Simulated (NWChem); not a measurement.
System: BeSi2H6O; SMILES [Be]([SiH3])[O][SiH3]

Excerpt of the output:

```
             Northwest Computational Chemistry Package (NWChem) 7.3.0
             --------------------------------------------------------

                             Geometry "geometry" -> ""
                             -------------------------

 Output coordinates in angstroms (scale by  1.889725989 to convert to a.u.)

  No.       Tag          Charge          X              Y              Z
 ---- ---------------- ---------- -------------- -------------- --------------
    1 Be                   4.0000    -0.30125115     0.24792148     0.38073567
    2 Si                  14.0000    -1.49990315     1.23537148     1.87954467
    3 H                    1.0000    -1.93339115     0.43705248     3.03810267
    4 H                    1.0000    -2.78870515     1.80590548     1.45646167
    5 H                    1.0000    -0.91091015     2.39639048     2.56647067
    6 O                    8.0000     0.47651385    -0.39261852    -0.59586133
    7 Si                  14.0000     1.37273585    -1.13049352    -1.72181633
    8 H                    1.0000     0.45188085    -1.94281352    -2.51642333
    9 H                    1.0000     2.35158385    -1.94449652    -0.99988233
   10 H                    1.0000     2.00277785    -0.07106752    -2.50897833

 Effective nuclear repulsion energy (a.u.)     160.6096262797

                           NWChem Geometry Optimization
                           ----------------------------

 maximum gradient threshold         (gmax) =   0.000450
 rms gradient threshold             (grms) =   0.000300
 maximum cartesian step threshold   (xmax) =   0.001800
 rms cartesian step threshold       (xrms) =   0.001200
 fixed trust radius                (trust) =   0.300000
 source of zmatrix                         =

          -------------------
          Energy Minimization
          -------------------

 Using diagonal initial Hessian

          --------
          Step   0

                                 NWChem DFT Module
                                 -----------------

[...]

      ----------------------
      Optimization converged
      ----------------------

  Step       Energy      Delta E   Gmax     Grms     Xrms     Xmax
  ---- ---------------- -------- -------- -------- -------- --------
@   10    -672.02784576 -1.0D-07  0.00006  0.00003  0.00066  0.00155
                                     ok       ok       ok       ok

                         Geometry "geometry" -> "geometry"
                         ---------------------------------

 Output coordinates in angstroms (scale by  1.889725989 to convert to a.u.)

  No.       Tag          Charge          X              Y              Z
 ---- ---------------- ---------- -------------- -------------- --------------
    1 Be                   4.0000    -0.35074560     0.29202537     0.43040541
    2 Si                  14.0000    -1.55100128     1.27709723     1.94390197
    3 H                    1.0000    -1.90976142     0.34813277     3.06485953
    4 H                    1.0000    -2.83933830     1.80493077     1.38674563
    5 H                    1.0000    -0.83423505     2.44227275     2.55791547
    6 O                    8.0000     0.43597564    -0.35478092    -0.55556913
    7 Si                  14.0000     1.35696686    -1.11760643    -1.70059285
    8 H                    1.0000     0.48618629    -1.96937804    -2.56335040
    9 H                    1.0000     2.37923402    -1.97771197    -1.03522519
   10 H                    1.0000     2.04805032    -0.10382974    -2.55073670

 Effective nuclear repulsion energy (a.u.)     158.1522983012

[...]

 Rotational Constants
 --------------------
 A=   1.427186 cm-1  (  2.053356 K)
 B=   0.036201 cm-1  (  0.052084 K)
 C=   0.036201 cm-1  (  0.052084 K)

 Temperature                      =   298.15K
 frequency scaling parameter      =   1.0000

 Zero-Point correction to Energy  =   35.187 kcal/mol  (  0.056075 au)
 Thermal correction to Energy     =   39.500 kcal/mol  (  0.062947 au)
 Thermal correction to Enthalpy   =   40.092 kcal/mol  (  0.063890 au)

 Total Entropy                    =   82.203 cal/mol-K
   - Translational                =   39.286 cal/mol-K (mol. weight =  87.0079)
   - Rotational                   =   26.247 cal/mol-K (symmetry #  =        1)
   - Vibrational                  =   16.671 cal/mol-K

 Cv (constant volume heat capacity) =   22.551 cal/mol-K
   - Translational                  =    2.979 cal/mol-K
   - Rotational                     =    2.979 cal/mol-K
   - Vibrational                    =   16.592 cal/mol-K

[normal modes left out]

 ----------------------------------------------------------------------------
 Normal Eigenvalue ||           Projected Infra Red Intensities
  Mode   [cm**-1]  || [atomic units] [(debye/angs)**2] [(KM/mol)] [arbitrary]
 ------ ---------- || -------------- ----------------- ---------- -----------
    1      -22.985 ||    0.000000           0.000         0.000       0.000
    2       -0.000 ||    0.000040           0.001         0.039       0.005
    3       -0.000 ||    0.000038           0.001         0.037       0.005
    4       -0.000 ||    0.000012           0.000         0.012       0.001
    5       -0.000 ||    0.000026           0.001         0.025       0.003
    6        0.000 ||    0.000052           0.001         0.050       0.006
    7        0.000 ||    0.000075           0.002         0.073       0.009
    8       59.678 ||    0.000009           0.000         0.009       0.001
    9       59.824 ||    0.000009           0.000         0.009       0.001
   10      237.080 ||    0.031140           0.718        30.357       3.828
   11      237.216 ||    0.031148           0.719        30.365       3.829
   12      314.227 ||    0.000105           0.002         0.102       0.013
   13      502.964 ||    0.000110           0.003         0.107       0.014
   14      503.228 ||    0.000104           0.002         0.101       0.013
   15      734.465 ||    0.062410           1.440        60.841       7.672
   16      734.637 ||    0.062451           1.441        60.880       7.677
   17      837.250 ||    0.036413           0.840        35.497       4.476
   18      866.324 ||    0.287662           6.637       280.427      35.362
   19      937.267 ||    0.034175           0.788        33.315       4.201
   20      937.551 ||    0.033978           0.784        33.123       4.177
   21      953.200 ||    0.085509           1.973        83.358      10.511
   22      953.322 ||    0.085242           1.967        83.099      10.479
   23      988.909 ||    0.415484           9.586       405.034      51.075
   24     1415.583 ||    0.644677          14.873       628.463      79.249
   25     2204.087 ||    0.055274           1.275        53.884       6.795
   26     2207.818 ||    0.096260           2.221        93.839      11.833
   27     2208.405 ||    0.096537           2.227        94.109      11.867
   28     2243.453 ||    0.151237           3.489       147.433      18.591
   29     2243.901 ||    0.143298           3.306       139.694      17.615
   30     2245.278 ||    0.086972           2.007        84.785      10.691
 ----------------------------------------------------------------------------

 ===============================================================================
      Negative Nuclear Hessian Mode    1  Eigenvalue =    -22.98 cm**(-1)
 -------------------------------------------------------------------------------
   Raw step length:  0.527 angstroms ;  The Raw step for this mode is:
    1 Be                   4.0000     0.00026908     0.00038154    -0.00003628
    2 Si                  14.0000    -0.00007751    -0.00011443     0.00000702
    3 H                    1.0000    -0.18012923    -0.05796595    -0.10557023
    4 H                    1.0000     0.09649762     0.18744289    -0.04565609
    5 H                    1.0000     0.08269719    -0.13078082     0.15131973
    6 O                    8.0000     0.00009908     0.00028947    -0.00011017
    7 Si                  14.0000    -0.00002904    -0.00010714     0.00005319
    8 H                    1.0000     0.02903511    -0.16505166     0.13355540
    9 H                    1.0000     0.13729308     0.16412529     0.00137201
   10 H                    1.0000    -0.16641460     0.00037506    -0.13461947

  Geometry after  100.0% step for mode  1; Step length =  0.527 angstroms
   Maximum component (any atom: x,y, or z) displacement:  0.354
    1 Be                   4.0000    -0.35047652     0.29240690     0.43036913
    2 Si                  14.0000    -1.55107879     1.27698280     1.94390899
    3 H                    1.0000    -2.08989065     0.29016681     2.95928930
    4 H                    1.0000    -2.74284069     1.99237366     1.34108955
    5 H                    1.0000    -0.75153786     2.31149193     2.70923520
    6 O                    8.0000     0.43607472    -0.35449145    -0.55567930
    7 Si                  14.0000     1.35693782    -1.11771357    -1.70053965
    8 H                    1.0000     0.51522140    -2.13442970    -2.42979501
    9 H                    1.0000     2.51652710    -1.81358667    -1.03385317
   10 H                    1.0000     1.88163572    -0.10345468    -2.68535617

  Geometry after -100.0% step for mode  1; Step length =  0.527 angstroms
   Maximum component (any atom: x,y, or z) displacement:  0.354
    1 Be                   4.0000    -0.35101468     0.29164383     0.43044170
    2 Si                  14.0000    -1.55092377     1.27721166     1.94389494
    3 H                    1.0000    -1.72963219     0.40609872     3.17042976
    4 H                    1.0000    -2.93583592     1.61748788     1.43240172
    5 H                    1.0000    -0.91693224     2.57305357     2.40659573
    6 O                    8.0000     0.43587656    -0.35507039    -0.55545895
    7 Si                  14.0000     1.35699591    -1.11749929    -1.70064604
    8 H                    1.0000     0.45715118    -1.80432638    -2.69690580
    9 H                    1.0000     2.24194094    -2.14183726    -1.03659720
   10 H                    1.0000     2.21446492    -0.10420479    -2.41611724

  Geometry after   50.0% step for mode  1; Step length =  0.264 angstroms
   Maximum component (any atom: x,y, or z) displacement:  0.177
    1 Be                   4.0000    -0.35061106     0.29221614     0.43038727
    2 Si                  14.0000    -1.55104003     1.27704001     1.94390548
    3 H                    1.0000    -1.99982604     0.31914979     3.01207441
    4 H                    1.0000    -2.79108950     1.89865222     1.36391759
    5 H                    1.0000    -0.79288646     2.37688234     2.63357534
    6 O                    8.0000     0.43602518    -0.35463618    -0.55562421
    7 Si                  14.0000     1.35695234    -1.11766000    -1.70056625
    8 H                    1.0000     0.50070384    -2.05190387    -2.49657271
    9 H                    1.0000     2.44788056    -1.89564932    -1.03453918
   10 H                    1.0000     1.96484302    -0.10364221    -2.61804644

  Geometry after  -50.0% step for mode  1; Step length =  0.264 angstroms
   Maximum component (any atom: x,y, or z) displacement:  0.177
    1 Be                   4.0000    -0.35088014     0.29183460     0.43042355
    2 Si                  14.0000    -1.55096253     1.27715444     1.94389846
    3 H                    1.0000    -1.81969681     0.37711574     3.11764464
    4 H                    1.0000    -2.88758711     1.71120933     1.40957368
    5 H                    1.0000    -0.87558365     2.50766316     2.48225560
    6 O                    8.0000     0.43592610    -0.35492566    -0.55551404
    7 Si                  14.0000     1.35698138    -1.11755286    -1.70061944
    8 H                    1.0000     0.47166873    -1.88685221    -2.63012810
    9 H                    1.0000     2.31058748    -2.05977461    -1.03591119
   10 H                    1.0000     2.13125762    -0.10401726    -2.48342697

  Geometry after   56.5% step for mode  1; Step length =  0.298 angstroms
   Maximum component (any atom: x,y, or z) displacement:  0.200
    1 Be                   4.0000    -0.35059367     0.29224079     0.43038492
    2 Si                  14.0000    -1.55104504     1.27703262     1.94390593
    3 H                    1.0000    -2.01146738     0.31540358     3.00525165
    4 H                    1.0000    -2.78485308     1.91076622     1.36096694
    5 H                    1.0000    -0.78754193     2.36843027     2.64335478
    6 O                    8.0000     0.43603159    -0.35461747    -0.55563133
    7 Si                  14.0000     1.35695047    -1.11766693    -1.70056281
    8 H                    1.0000     0.50258031    -2.06257078    -2.48794133
    9 H                    1.0000     2.45675350    -1.88504228    -1.03445051
   10 H                    1.0000     1.95408803    -0.10361797    -2.62674658

  Geometry after  -56.5% step for mode  1; Step length =  0.298 angstroms
   Maximum component (any atom: x,y, or z) displacement:  0.200
    1 Be                   4.0000    -0.35089753     0.29180994     0.43042590
    2 Si                  14.0000    -1.55095752     1.27716184     1.94389800
    3 H                    1.0000    -1.80805547     0.38086195     3.12446740
    4 H                    1.0000    -2.89382353     1.69909532     1.41252432
    5 H                    1.0000    -0.88092818     2.51611523     2.47247615
    6 O                    8.0000     0.43591970    -0.35494437    -0.55550692
    7 Si                  14.0000     1.35698326    -1.11754594    -1.70062288
    8 H                    1.0000     0.46979226    -1.87618530    -2.63875948
    9 H                    1.0000     2.30171454    -2.07038166    -1.03599986
   10 H                    1.0000     2.14201262    -0.10404150    -2.47472682

  Geometry after   28.2% step for mode  1; Step length =  0.149 angstroms
   Maximum component (any atom: x,y, or z) displacement:  0.100
    1 Be                   4.0000    -0.35066964     0.29213308     0.43039517
    2 Si                  14.0000    -1.55102316     1.27706492     1.94390395
    3 H                    1.0000    -1.96061440     0.33176817     3.03505559
    4 H                    1.0000    -2.81209569     1.85784850     1.37385629
    5 H                    1.0000    -0.81088849     2.40535151     2.60063513
    6 O                    8.0000     0.43600361    -0.35469920    -0.55560023
    7 Si                  14.0000     1.35695866    -1.11763668    -1.70057783
    8 H                    1.0000     0.49438330    -2.01597441    -2.52564587
    9 H                    1.0000     2.41799376    -1.93137712    -1.03483785
   10 H                    1.0000     2.00106917    -0.10372385    -2.58874164

  Geometry after  -28.2% step for mode  1; Step length =  0.149 angstroms
   Maximum component (any atom: x,y, or z) displacement:  0.100
    1 Be                   4.0000    -0.35082157     0.29191765     0.43041565
    2 Si                  14.0000    -1.55097940     1.27712953     1.94389999
    3 H                    1.0000    -1.85890845     0.36449736     3.09466346
    4 H                    1.0000    -2.86658092     1.75201305     1.39963498
    5 H                    1.0000    -0.85758161     2.47919399     2.51519581
    6 O                    8.0000     0.43594767    -0.35486264    -0.55553802
    7 Si                  14.0000     1.35697506    -1.11757619    -1.70060786
    8 H                    1.0000     0.47798927    -1.92278167    -2.60105494
    9 H                    1.0000     2.34047428    -2.02404681    -1.03561252
   10 H                    1.0000     2.09503147    -0.10393562    -2.51273176
```

Level: PBE0/def2-SVP. The printed entropy takes a lower symmetry number than the molecule has.

Write an input that gives this output.

One answer among several that fit: the input that was run:
```
start job
memory heap 200 mb stack 900 mb global 1100 mb
geometry units angstroms noautosym noautoz
  Be    -0.306975     0.252627     0.388020
  Si    -1.505627     1.240077     1.886829
  H     -1.939115     0.441758     3.045387
  H     -2.794429     1.810611     1.463746
  H     -0.916634     2.401096     2.573755
  O      0.470790    -0.387913    -0.588577
  Si     1.367012    -1.125788    -1.714532
  H      0.446157    -1.938108    -2.509139
  H      2.345860    -1.939791    -0.992598
  H      1.997054    -0.066362    -2.501694
end
basis spherical
  * library def2-svp
end
dft
  xc pbe0
  iterations 150
end
driver
  maxiter 120
end
task dft optimize
task dft freq
```
